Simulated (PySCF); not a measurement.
**Radial density of La⁺ (lanthanum, charge +1)**

HSE06, [Xe] 5d1 6s1, high-spin 3D determinant (an excited configuration). All numbers are calculated (PySCF 2.14, scalar relativity by spin-free X2C-1e, in x2c-TZVPPall with one added diffuse shell each of s, p, d type (12s8p8d3f1g, 106 functions)).

| r (bohr) | 4πr²ρ (e/bohr) | 4πr²(ρα − ρβ) |
| --- | --- | --- |
| 0.0284 | 66.65 | -0.0010 |
| 0.0477 | 75.39 | 0.0018 |
| 0.0802 | 97.77 | 0.0144 |
| 0.135 | 71.71 | 0.0303 |
| 0.227 | 84.06 | 0.0272 |
| 0.382 | 34.58 | 0.0239 |
| 0.642 | 34.38 | 0.0804 |
| 1.08 | 11.56 | 0.0665 |
| 1.82 | 5.957 | 0.3556 |
| 3.06 | 1.144 | 0.5872 |
| 5.14 | 0.2465 | 0.2430 |
| 8.65 | 0.003278 | 0.0033 |
| 14.5 | 6.112e-05 | 0.0001 |

Densities and radii are taken from the X2C orbitals without a picture-change correction, which distorts them close to the nucleus.

Spin-orbit coupling, absent here, splits the open shell strongly.
